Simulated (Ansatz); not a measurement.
Job for Ansatz (a quantum-chemistry and plane-wave program): U-MP2/cc-pVTZ on CH3Se (SMILES C[Se]), 2S+1 = 2, atoms moved off the minimum. The run froze 15 orbitals, filled d shells among them.

Ansatz 0.2 input:
```yaml
crystal:
  periodic: [false, false, false]
  atoms:
    - {symbol: C, position_ang: [-1.50910531, 0.03477211, 0.01121696]}
    - {symbol: Se, position_ang: [0.44314832, -0.02812628, 0.01599379]}
    - {symbol: H, position_ang: [-1.83745722, -0.53808801, -0.84634574]}
    - {symbol: H, position_ang: [-1.87467664, 1.06717302, -0.09469968]}
    - {symbol: H, position_ang: [-1.89673011, -0.38936067, 0.93264143]}
basis:
  gaussian:
    orbitals: cc-pVTZ
magnetization: {spin_polarized: true, initial_magnetization: 1}
correlation: {method: mp2, electrons: outside_noble_gas}
scf: {omitted_lower_state_checks: [cluster_reference]}
output: {forces: true}
```

Output:

```
WARN ansatz: RAYON_NUM_THREADS=1 ignored (pool sized by the plan → 1); use --threads N
Functional definition: HF
these checks for a lower state are left out or cut short: cluster_reference
integrals: 0.09 GiB planned
676 factors; integrals over basis functions are off by at most 1.2e-3 eV
mean field: 0.34 GiB planned
mean field evaluation 1: about -66381.1241 eV, gradient 1.3e1 eV
mean field evaluation 2: about -66381.1262 eV, gradient 1.3e1 eV
mean field evaluation 4: about -66382.1988 eV, gradient 1.9e0 eV
mean field evaluation 8: about -66382.2347 eV, gradient 9.2e-2 eV
mean field evaluation 16: about -66382.2350 eV, gradient 1.1e-4 eV
mean field evaluation 32: about -66382.2277 eV, gradient 6.8e-1 eV
mean field -66382.23495747 eV, -2439.5021391922 hartree, gradient 2.3e-6 eV, S^2 0.762007; 4 other end points of the search recorded, 0 dependent functions left out
15 core orbitals not correlated
reference -66382.23495747 eV, -2439.5021391922 hartree; 7, 6 occupied and 93, 94 virtual orbitals, 676 factors
densities: 0.32 GiB planned
second order -8.35040092 eV of doubles, -0.00000000 eV of singles
the calculation of the forces begins
Total energy: -66390.58535839 eV, -2439.8090107658 hartree
Atom 0 at    -1.509105     0.034772     0.011217 Å, force     0.038169     0.673244     0.291437 eV/Å
Atom 1 at     0.443148    -0.028126     0.015994 Å, force    -0.207224     0.042637    -0.034648 eV/Å
Atom 2 at    -1.837457    -0.538088    -0.846346 Å, force    -0.080799    -0.172785    -0.105269 eV/Å
Atom 3 at    -1.874677     1.067173    -0.094700 Å, force     0.266326    -0.418372    -0.033629 eV/Å
Atom 4 at    -1.896730    -0.389361     0.932641 Å, force    -0.016472    -0.124724    -0.117891 eV/Å
Dipole moment:    -0.298515     0.006802    -0.005696 e Å
Checks for a lower state left out: cluster_reference
```

Self-consistency was reached.

Cost: about 5 core-seconds (a rough figure).
